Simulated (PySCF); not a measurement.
Method: PBE0 in PySCF with As def2-TZVP, H def2-TZVP; no relativity; density-fitted integrals.

Each entry is the lowest minimum that a search over a few typed start shapes (and spin states, where more than one is plausible) found, or that minimum re-optimised at the stated level; isomers with ligand–ligand bonds, or fragments after loss of a ligand pair, can lie lower. Open shells are unrestricted.

AsH2 is a doublet of C2v symmetry with As–H 1.526 Å (×2); H–As–H 90.7°. Its wavenumbers are 1005, 2196, 2209 cm⁻¹.

Task: What changes when one electron is removed, giving AsH₂⁺?

Result: It costs 9.53 eV between the minima (9.53 eV with zero-point energy). AsH₂⁺ is a singlet of C2v symmetry with As–H 1.530 Å (×2); H–As–H 91.0°; wavenumbers 1012, 2218, 2231 cm⁻¹.
